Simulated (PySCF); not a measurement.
Species: C5H6O3 (charge +1 and doublet state).
Atom-mapped SMILES: `[CH3:1][O:2][C+:3]1[CH:4][O:5][CH:6]=[CH:7][O:8]1` (hydrogens: H9, H10, H11 on C1; H12 on C4; H13 on C6; H14 on C7)

Structure used (GFN2-xTB), in Å, numbered top down from 1:
```
atom  x, y, z in Å
C1    -2.4119   -0.5855    0.0743
O2    -1.5489    0.5046   -0.2556
C3    -0.2764    0.4063   -0.0577
C4     0.5836    1.4453   -0.3649
O5     1.9025    1.3508   -0.1610
C6     2.3686    0.1984    0.3566
C7     1.5502   -0.8237    0.6604
O8     0.2019   -0.7506    0.4632
H9    -2.1516   -1.4750   -0.5028
H10   -3.4132   -0.2486   -0.1843
H11   -2.3541   -0.8168    1.1398
H12    0.2443    2.3811   -0.7820
H13    3.4384    0.1813    0.4978
H14    1.8659   -1.7680    1.0743
```

The hyperfine couplings belong to this conformer and change with its torsions.

Computed, not measured: UKS B3LYP, pcH-1 on C H O, non-relativistic, mean-field spin-orbit, GIAO (PySCF 2.14.0). Isolated species at its GFN2-xTB geometry (one conformer only). A GFN2-xTB geometry isn't a minimum of the functional, and hyperfine couplings can be far from their values at a DFT geometry, by a factor of two or more for some ions and for spin on atoms past the first row. The SCF solution wasn't tested for stability.

The largest Mulliken spin populations are on C4 (+0.36), O5 (+0.22), C7 (+0.15) and O8 (+0.14).

Task: Test a(H) = Q·ρ(C) for the protons on planar carbons with a spin population beyond ±0.08.

Result: 
```csv
H,C,ρ(C),a(H) (G),a/ρ (G)
H12,C4,+0.360,-10.32,-28.7
H14,C7,+0.147,-4.16,-28.2
```

A least-squares line through the origin gives Q = -28.6 G with Mulliken populations. In every row coupling and population have opposite signs.

Couplings in gauss use g_iso = 2.0044.
